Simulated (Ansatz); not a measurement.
Basis sets compared for Ge₄H₅. Total charge 0; doublet. Geometry r2SCAN-D4/def2-SVP. Ansatz on 4 threads of Arm Neoverse V1 on a shared host; times are rough, and most runs start from earlier orbitals.

```csv
atom,x (Å),y (Å),z (Å)
Ge1,-0.9285,0.8546,-0.9509
Ge2,0.5421,2.0453,0.6033
Ge3,0.6307,-0.2596,1.4253
Ge4,0.1470,-1.3223,-0.7165
H5,1.3983,-1.4498,-1.5971
H6,1.8724,2.5037,-0.0547
H7,-2.2638,0.6768,-0.1579
H8,-0.7048,-0.4372,2.2181
H9,-0.6933,-2.6116,-0.7697
```

The 6-31G sets use Cartesian d functions. B3LYP takes the VWN-RPA correlation. The structure comes from a short search, and lower isomers may exist.

Binding counts from free atoms (Ge triplet, H doublet) in the same basis, without a counterpoise term.

```json
{"level": "PBE-D4/def2-SVP", "functions": "153", "energy (Eh)": "-8308.7110", "HOMO (eV)": "-5.16", "LUMO (eV)": "-4.26", "binding per atom (eV)": "2.58", "wall time": "3.7 s"}
{"level": "PBE-D4/def2-TZVP", "functions": "222", "energy (Eh)": "-8309.7610", "HOMO (eV)": "-5.18", "LUMO (eV)": "-4.28", "binding per atom (eV)": "2.59", "wall time": "6.5 s"}
{"level": "B3LYP-D4/6-31G", "functions": "126", "energy (Eh)": "-8309.7821", "HOMO (eV)": "-5.76", "LUMO (eV)": "-3.70", "binding per atom (eV)": "2.46", "wall time": "4.6 s"}
{"level": "B3LYP-D4/def2-TZVP", "functions": "222", "energy (Eh)": "-8311.2115", "HOMO (eV)": "-5.85", "LUMO (eV)": "-3.79", "binding per atom (eV)": "2.54", "wall time": "12 s"}
{"level": "PBE0-D4/def2-SVP", "functions": "153", "energy (Eh)": "-8308.9236", "HOMO (eV)": "-6.11", "LUMO (eV)": "-3.51", "binding per atom (eV)": "2.55", "wall time": "6.5 s"}
{"level": "PBE0-D4/def2-TZVP", "functions": "222", "energy (Eh)": "-8309.9700", "HOMO (eV)": "-6.11", "LUMO (eV)": "-3.50", "binding per atom (eV)": "2.55", "wall time": "13 s"}
```

Estimate the rows for PBE-D4/def2-TZVPD, PBE0-D4/def2-TZVPD.


```
             level  functions  energy (Eh)  HOMO (eV)  LUMO (eV)  binding per atom (eV)  wall time
 PBE-D4/def2-TZVPD        261   -8309.7626      -5.19      -4.29                   2.59        9 s
PBE0-D4/def2-TZVPD        261   -8309.9716      -6.11      -3.50                   2.55       17 s
```
